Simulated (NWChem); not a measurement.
Program: NWChem. System: H₄OSi, charge 0, spin multiplicity 1, at a geometry optimised with B3LYP/def2-SVP. The structure started from a generated list of species. Level: PBE0/cc-pVQZ.

Output (cleaned and shortened):

```
             Northwest Computational Chemistry Package (NWChem) 7.3.0
             --------------------------------------------------------

                                NWChem Input Module
                                -------------------

 Scaling coordinates for geometry "geometry" by  1.889725989
 (inverse scale =  0.529177249)

 Turning off AUTOSYM since
 SYMMETRY directive was detected!

                             Geometry "geometry" -> ""
                             -------------------------

 Output coordinates in angstroms (scale by  1.889725989 to convert to a.u.)

  No.       Tag          Charge          X              Y              Z
 ---- ---------------- ---------- -------------- -------------- --------------
    1 Si                  14.0000     0.52919600    -0.09026900     0.00000000
    2 O                    8.0000    -1.09817600     0.28357300     0.00000000
    3 H                    1.0000     0.92329100    -0.88023600    -1.20751200
    4 H                    1.0000     1.25203700     1.20720200     0.00000000
    5 H                    1.0000     0.92329100    -0.88023600     1.20751200
    6 H                    1.0000    -1.72194700    -0.45154400     0.00000000

 Effective nuclear repulsion energy (a.u.)      64.0984928114

            Nuclear Dipole moment (a.u.)
            ----------------------------
        X                 Y               Z
 ---------------- ---------------- ----------------
     0.0000151178     0.0000075589     0.0000000000

      Symmetry information
      --------------------

 Group name             Cs
 Group number              2
 Group order               2
 No. of unique centers     5

      Symmetry unique atoms

     1    2    3    4    6


 Summary of "ao basis" -> "" (spherical)
 ------------------------------------------------------------------------------
       Tag                 Description            Shells   Functions and Types
 ---------------- ------------------------------  ------  ---------------------
 *                          cc-pvqz                   on all atoms

                                 NWChem DFT Module
                                 -----------------

 Summary of "ao basis" -> "ao basis" (spherical)
 ------------------------------------------------------------------------------
       Tag                 Description            Shells   Functions and Types
 ---------------- ------------------------------  ------  ---------------------
 Si                         cc-pvqz                 17       59   6s5p3d2f1g
 O                          cc-pvqz                 15       55   5s4p3d2f1g
 H                          cc-pvqz                 10       30   4s3p2d1f

 Summary of "ao basis" -> "ao basis" (spherical)
 ------------------------------------------------------------------------------
       Tag                 Description            Shells   Functions and Types
 ---------------- ------------------------------  ------  ---------------------
 Si                         cc-pvqz                 17       59   6s5p3d2f1g
 O                          cc-pvqz                 15       55   5s4p3d2f1g
 H                          cc-pvqz                 10       30   4s3p2d1f

      Symmetry analysis of basis
      --------------------------

        a'        143
        a"         91

            General Information
            -------------------
          SCF calculation type: DFT
          Wavefunction type:  closed shell.
          No. of atoms     :     6
          No. of electrons :    26
           Alpha electrons :    13
            Beta electrons :    13
          Charge           :     0
          Spin multiplicity:     1
          Use of symmetry is: on ; symmetry adaption is: on
          Maximum number of iterations: 100
          AO basis - number of functions:   234
                     number of shells:    72
          Convergence on energy requested:  1.00D-06
          Convergence on density requested:  1.00D-05
          Convergence on gradient requested:  5.00D-04

              XC Information
              --------------
                         PBE0 Method XC Functional
                     Hartree-Fock (Exact) Exchange  0.250
[...]
     1 a'          2 a'          3 a'          4 a'          5 a'
     6 a'          7 a"          8 a'          9 a'         10 a'
    11 a'         12 a"         13 a'         14 a"         15 a'
    16 a'         17 a"         18 a'         19 a'         20 a"
    21 a'         22 a'         23 a'

------------------------------------------------------------
EAF file 0: "./mol.aoints.0" size=524288 bytes
------------------------------------------------------------
               write      read    awrite     aread      wait
               -----      ----    ------     -----      ----
     calls:        1         0         0         0         0
   data(b): 5.24e+05  0.00e+00  0.00e+00  0.00e+00
   time(s): 0.00e+00  0.00e+00  0.00e+00  0.00e+00  0.00e+00
rate(mb/s): 0.00e+00  0.00e+00
------------------------------------------------------------

 Grid integrated density:      25.999971173679
 Requested integration accuracy:   0.10E-05

   convergence    iter        energy       DeltaE   RMS-Dens  Diis-err    time
 ---------------- ----- ----------------- --------- --------- ---------  ------
 d= 0,ls=0.0,diis     1   -361.6942473377 -4.26D+02  4.36D+01  2.15D+01    33.9
 d= 0,ls=0.0,diis     2   -366.8596638826 -5.17D+00  3.80D-03  7.33D-01    47.8
 d= 0,ls=0.0,diis     3   -366.9409922774 -8.13D-02  1.48D-03  4.98D-01    61.7
 d= 0,ls=0.0,diis     4   -366.9918754355 -5.09D-02  5.16D-04  7.77D-02    75.4
 d= 0,ls=0.0,diis     5   -366.9981043684 -6.23D-03  1.29D-04  1.54D-03    89.3
  Resetting Diis
 d= 0,ls=0.0,diis     6   -366.9982555341 -1.51D-04  2.29D-05  4.23D-05   103.0
 d= 0,ls=0.0,diis     7   -366.9982605222 -4.99D-06  4.70D-06  9.81D-07   117.0
 d= 0,ls=0.0,diis     8   -366.9982606222 -1.00D-07  1.75D-06  4.72D-07   130.8

         Total DFT energy =     -366.998260622243
      One electron energy =     -634.739869645340
           Coulomb energy =      234.447542490404
    Exchange-Corr. energy =      -30.804426278713
 Nuclear repulsion energy =       64.098492811406

 Numeric. integr. density =       25.999998688267

     Total iterative time =    125.9s

                  Occupations of the irreducible representations
                  ----------------------------------------------

                     irrep           alpha         beta
                     --------     --------     --------
                     a'               10.0         10.0
                     a"                3.0          3.0

                       DFT Final Molecular Orbital Analysis
                       ------------------------------------

 Vector   11  Occ=2.000000D+00  E=-3.927776D-01  Symmetry=a"
              MO Center= -1.8D-01, -1.5D-01, -4.9D-14, r^2= 2.3D+00
   Bfn.  Coefficient  Atom+Function         Bfn.  Coefficient  Atom+Function
  ----- ------------  ---------------      ----- ------------  ---------------
    73      0.270833  2 O  pz                70      0.213097  2 O  pz
    18      0.203162  1 Si pz                15      0.184125  1 Si pz
    76      0.167895  2 O  pz               117     -0.125382  3 H  s
   177      0.125382  5 H  s                 67      0.121248  2 O  pz
    12      0.096431  1 Si pz               116     -0.089940  3 H  s

 Vector   12  Occ=2.000000D+00  E=-3.439239D-01  Symmetry=a'
              MO Center=  4.9D-01,  2.2D-01, -1.7D-14, r^2= 2.7D+00
   Bfn.  Coefficient  Atom+Function         Bfn.  Coefficient  Atom+Function
  ----- ------------  ---------------      ----- ------------  ---------------
   147      0.221550  4 H  s                 14      0.190762  1 Si py
    72     -0.177805  2 O  py                17      0.175330  1 Si py
    69     -0.143921  2 O  py               146      0.140108  4 H  s
   148      0.135859  4 H  s                117     -0.132953  3 H  s
   177     -0.132953  5 H  s                 75     -0.117782  2 O  py

 Vector   13  Occ=2.000000D+00  E=-3.212048D-01  Symmetry=a"
              MO Center= -2.9D-02, -2.6D-01,  8.2D-14, r^2= 2.7D+00
   Bfn.  Coefficient  Atom+Function         Bfn.  Coefficient  Atom+Function
  ----- ------------  ---------------      ----- ------------  ---------------
    73      0.290103  2 O  pz                70      0.229296  2 O  pz
    76      0.208676  2 O  pz               117      0.193878  3 H  s
   177     -0.193878  5 H  s                118      0.156214  3 H  s
   178     -0.156214  5 H  s                 15     -0.129670  1 Si pz
    67      0.129757  2 O  pz                18     -0.118112  1 Si pz

 Vector   14  Occ=0.000000D+00  E=-4.671816D-03  Symmetry=a'
              MO Center= -1.7D-02, -4.1D-01, -2.4D-15, r^2= 5.5D+00
   Bfn.  Coefficient  Atom+Function         Bfn.  Coefficient  Atom+Function
  ----- ------------  ---------------      ----- ------------  ---------------
    19      0.796049  1 Si px                 6      0.515573  1 Si s
   148     -0.484794  4 H  s                208     -0.476144  6 H  s
    64      0.406615  2 O  s                207     -0.249064  6 H  s
    74     -0.243303  2 O  px               118     -0.217270  3 H  s
   178     -0.217270  5 H  s                 63      0.181504  2 O  s

 Vector   15  Occ=0.000000D+00  E= 5.286615D-02  Symmetry=a'
              MO Center=  4.1D-01, -7.1D-01, -3.4D-16, r^2= 5.7D+00
   Bfn.  Coefficient  Atom+Function         Bfn.  Coefficient  Atom+Function
  ----- ------------  ---------------      ----- ------------  ---------------
    20      1.727098  1 Si py               148     -1.630789  4 H  s
    64      0.813736  2 O  s                118      0.684632  3 H  s
   178      0.684632  5 H  s                207     -0.599876  6 H  s
    75     -0.490778  2 O  py                17      0.350775  1 Si py
    16      0.327230  1 Si px               208     -0.306389  6 H  s

 Vector   16  Occ=0.000000D+00  E= 6.205029D-02  Symmetry=a'
              MO Center=  1.1D+00, -3.7D-01, -6.0D-13, r^2= 6.1D+00
   Bfn.  Coefficient  Atom+Function         Bfn.  Coefficient  Atom+Function
  ----- ------------  ---------------      ----- ------------  ---------------
     6      2.007107  1 Si s                  5      1.742771  1 Si s
   118     -1.521838  3 H  s                178     -1.521838  5 H  s
   148     -0.747462  4 H  s                 16      0.692621  1 Si px
   208     -0.601726  6 H  s                 64      0.479768  2 O  s
    20     -0.451751  1 Si py                17     -0.328111  1 Si py

 center of mass
 --------------
 x =  -0.05403091 y =   0.03927218 z =   0.00000000

 moments of inertia (a.u.)
 ------------------
          27.384423694982          20.070086871616           0.000000000000
          20.070086871616         129.668172475897           0.000000000000
           0.000000000000           0.000000000000         136.061955179651

     Multipole analysis of the density
     ---------------------------------

     L   x y z        total         alpha         beta         nuclear
     -   - - -        -----         -----         ----         -------
     0   0 0 0      0.000000    -13.000000    -13.000000     26.000000

     1   1 0 0     -0.128590     -0.064302     -0.064302      0.000015
     1   0 1 0     -0.491161     -0.245585     -0.245585      0.000008
     1   0 0 1      0.000000      0.000000      0.000000      0.000000

     2   2 0 0    -14.316641    -42.522986    -42.522986     70.729330
     2   1 1 0      2.056243      5.485731      5.485731     -8.915219
     2   1 0 1      0.000000      0.000000      0.000000      0.000000
     2   0 2 0    -15.810835    -14.990851    -14.990851     14.170867
     2   0 1 1     -0.000000     -0.000000     -0.000000      0.000000
     2   0 0 2    -16.266892    -13.340362    -13.340362     10.413832

 Task  times  cpu:      131.0s     wall:      131.0s

 Total times  cpu:      131.0s     wall:      131.0s
```

Question: Write an NWChem input that would produce this output.

Answer: One answer among several that fit: 
```
start mol
memory heap 200 mb stack 900 mb global 1100 mb
geometry units angstroms nocenter noautoz
  Si     0.529196    -0.090269     0.000000
  O     -1.098176     0.283573     0.000000
  H      0.923291    -0.880236    -1.207512
  H      1.252037     1.207202     0.000000
  H      0.923291    -0.880236     1.207512
  H     -1.721947    -0.451544     0.000000
  symmetry group Cs
end
basis spherical
  * library cc-pvqz
end
dft
  xc pbe0
  semidirect memsize 60000000 filesize 0
  iterations 100
end
task dft energy
```
